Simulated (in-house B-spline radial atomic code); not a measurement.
Configurations of neutral holmium, with energies counted from [Xe] 4f11 6s2. Method: scalar-relativistic (X2C) TPSSh, spin-polarised, spherical fractional occupations, exact exchange averaged over the configuration, Fermi nucleus of rms radius 5.2022 fm. Calculated with a B-spline radial code for spherical atoms. Shells without spins written out take the highest spin.

Occupations are held fixed; configurations that lie above the ionisation limit could autoionise.

```json
{"configuration": "[Xe] 4f11 6s1 7s1", "E - E(ref) (eV)": "3.6275", "highest orbital": "7s up", "its <r> (bohr)": "9.801"}
{"configuration": "[Xe] 4f10 6s2 7d1", "E - E(ref) (eV)": "7.1805", "highest orbital": "7d up", "its <r> (bohr)": "20.57"}
{"configuration": "[Kr] 4d10 4f11 5s2 5p5 6s2 6p1", "E - E(ref) (eV)": "26.318", "highest orbital": "6p up", "its <r> (bohr)": "4.804"}
{"configuration": "[Kr] 4d10 4f11 5s2 5p5 6s2 7d1", "E - E(ref) (eV)": "29.772", "highest orbital": "7d up", "its <r> (bohr)": "20.59"}
{"configuration": "[Kr] 4d9 4f11 5s2 5p6 6s2 6p1", "E - E(ref) (eV)": "161.68", "highest orbital": "6p up", "its <r> (bohr)": "4.791"}
```

Problem. Order these further configurations by energy, lowest first.
A. [Xe] 4f11 6s1 6p1
B. [Xe] 4f11 6s1 6f1
C. [Kr] 4d9 4f11 5s2 5p6 5f1 6s2
D. [Xe] 4f10 5d1 6s2
E. [Xe] 4f10 6s2 6f1

Solution. A (2.0173 eV), D (2.2066 eV), B (5.1903 eV), E (7.4973 eV), C (165.15 eV).

Problem. How far above the reference does [Xe] 4f11 6s1 7p1 lie?

Solution. 4.2118 eV; its least bound orbital is 7p up with <r> = 12.66 bohr.
